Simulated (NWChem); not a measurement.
Species: CdNH₂F; SMILES [NH2][Cd][F]

```xyz
5

Cd    -0.0022    -0.0207     0.0144
F      0.0052    -1.9498    -0.0183
N      0.0052     1.9764     0.0497
H     -0.8017     2.3582    -0.4439
H      0.8251     2.3493    -0.4296
```
Atoms are numbered in this order, from 1.

Program: NWChem. The geometry was optimised at PBE0/def2-SVP (def2 core potentials past Kr).

Question: Predict the results for PBE/STO-3G (all-electron, non-relativistic). Quantities: highest occupied level (eV); orbital gap (eV); dipole (D).

Answer: 
```json
{
 "highest occupied level (eV)": "-0.93",
 "orbital gap (eV)": "4.72",
 "dipole (D)": "1.03"
}
```
